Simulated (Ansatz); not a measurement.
CH$_{4}$BF$_{2}$Sb (`FB(F)[CH2][SbH2]`), 9 atoms. The species carries charge 0 and has multiplicity 1. Correlated methods include outer-core shells of Sb, which these sets cover unevenly. Sb: def2 effective core potential. All runs use 4 threads of a server CPU on a shared host. Correlated methods freeze the cores.

How many basis functions does each run have, and how long does it take in Ansatz? RKS PBE0-D4/def2-TZVP relaxation (14 steps); RKS BHLYP-D4/def2-TZVPP energy; RKS ωB97M-V/def2-QZVPP energy; RKS PBE0-D4/def2-QZVPP energy; RKS r2SCAN-D4/def2-TZVPP energy and forces; RKS PBE0-D4/def2-SVP energy; RKS PBE0-D4/def2-TZVP frequencies; direct RPA on PBE orbitals/def2-TZVPP energy; RKS PBE-D4/def2-TZVPP energy and forces; RKS ωB97M-V/def2-SVP energy; RKS B3LYP-D4/def2-TZVPP energy and forces; RHF-CCSD(T)/def2-SVP energy. (Best estimate.)

Computed: Other jobs shared the machine, so times are rough.

```json
{"level": "RKS PBE0-D4/def2-SVP", "job": "energy", "functions": "102", "wall time": "1.1 s", "peak host memory (GiB)": "0.21"}
{"level": "RKS PBE-D4/def2-TZVPP", "job": "energy and forces", "functions": "230", "wall time": "2 s", "peak host memory (GiB)": "0.27"}
{"level": "RKS BHLYP-D4/def2-TZVPP", "job": "energy", "functions": "230", "wall time": "2.4 s", "peak host memory (GiB)": "0.56"}
{"level": "RKS B3LYP-D4/def2-TZVPP", "job": "energy and forces", "functions": "230", "wall time": "3.5 s", "peak host memory (GiB)": "0.61"}
{"level": "RKS r2SCAN-D4/def2-TZVPP", "job": "energy and forces", "functions": "230", "wall time": "3.8 s", "peak host memory (GiB)": "0.3"}
{"level": "RKS ωB97M-V/def2-SVP", "job": "energy", "functions": "102", "wall time": "4.5 s", "peak host memory (GiB)": "0.32"}
{"level": "direct RPA on PBE orbitals/def2-TZVPP", "job": "energy", "functions": "230", "wall time": "5.5 s", "peak host memory (GiB)": "0.58"}
{"level": "RKS PBE0-D4/def2-QZVPP", "job": "energy", "functions": "430", "wall time": "6.5 s", "peak host memory (GiB)": "1.4"}
{"level": "RHF-CCSD(T)/def2-SVP", "job": "energy", "functions": "102", "wall time": "7 s", "peak host memory (GiB)": "0.53"}
{"level": "RKS ωB97M-V/def2-QZVPP", "job": "energy", "functions": "430", "wall time": "16 s", "peak host memory (GiB)": "1.7"}
{"level": "RKS PBE0-D4/def2-TZVP", "job": "relaxation (14 steps)", "functions": "198", "wall time": "42 s", "peak host memory (GiB)": "0.51"}
{"level": "RKS PBE0-D4/def2-TZVP", "job": "frequencies", "functions": "198", "wall time": "2 min", "peak host memory (GiB)": "0.51"}
```

B3LYP here is the variant with VWN-RPA as its local correlation; programs differ in this.
